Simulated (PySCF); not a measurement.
**From a raw peak list to a structure**

Formula C$_{7}$H$_{4}$F$_{5}$N. The spectrum was simulated from the full spin Hamiltonian at 200 MHz with 1.0 Hz Lorentzian lines, from shifts rounded to 0.01 ppm and J to 0.1 Hz, couplings under 1 Hz left out.

```csv
region,integral (H),ppm,Hz,height
1,2,9.067,1813.4,95
1,,9.059,1811.8,55
1,,9.041,1808.2,56
1,,9.033,1806.7,100
2,2,7.567,1513.4,100
2,,7.559,1511.8,56
2,,7.541,1508.2,55
2,,7.533,1506.6,95
```

¹³C{¹H} NMR (computed): δ 156.3, 143.3 (t, J = 24.7 Hz), 126.4 (t, J = 5.7 Hz), 124.4 (qt, J = 353.6, 38.2 Hz), 116.5 (tq, J = 309.9, 38.7 Hz).

No solvent model, a single conformation, relativity neglected, one averaged value for each set of equivalent atoms. PBE0/pcSseg-1 with gauge-including orbitals; B3LYP/pcJ-1 coupling constants (spin–dipole term only in couplings to heteroatoms); structure optimised with PBE0-D3(BJ)/def2-SVP; PySCF 2.14.0 with density-fitted response routines.

Referencing at the same level of theory: ¹H (σref 31.27), ¹³C (σref 184.41) vs TMS.

Question: Analyse the multiplets.

Answer: ¹H NMR (200 MHz, computed): δ 9.05 (dd, J = 5.8, 1.0 Hz, 2H), 7.55 (dd, J = 5.8, 1.0 Hz, 2H). These are first-order names from the parameters used; overlap and second-order distortion can hide them in the list.

Question: What is the compound?

Answer: `FC(F)(F)C(F)(F)c1ccncc1`.

Structure with atom numbers: `[F:1][C:2]([F:3])([F:4])[C:5]([F:6])([F:7])[c:8]1[cH:9][cH:10][n:11][cH:12][cH:13]1`; H(Xn) means a hydrogen on atom n.

- δ 9.05: H(C10)/H(C12), hydrogen on an aromatic CH next to a ring nitrogen, coupled to H(C9)/H(C13) (5.8 Hz), H(C9)/H(C13) (1.0 Hz).
- δ 7.55: H(C9)/H(C13), hydrogen on an aromatic CH, coupled to H(C10)/H(C12) (5.8 Hz), H(C10)/H(C12) (1.0 Hz).

The data come from this structure; uniqueness wasn't tested.

C–F couplings over four or more bonds (about 3 Hz to the para carbon of a fluoroarene) are left out. Common functionals overestimate the size of one-bond C–F couplings by tens of Hz; these are unscaled. Splittings below 1 Hz are ignored in the labels, and close J values are merged. Couplings among chemically equivalent protons are left out too, so labels in AA′BB′ or AA′XX′ sets are apparent multiplicities. Unscaled 3J(H,H) at this level run about 10 % above measured values. Shifts are as computed. Against solution values, carbons near 30 ppm lie about +2 ppm off and those near 130 ppm about +5 ppm (rms about the fit 1.9 ppm; single classes can miss by 10 ppm). Of 1328 compounds with measured shifts, 309 miss one by over three times the rms of a fit or turn the order of signals round; such compounds aren't used in these exercises. Signals without a measured value on file couldn't be tested in this way; 1H shifts scatter by 0.2 ppm about their fit, and single ones miss by 0.5 ppm.
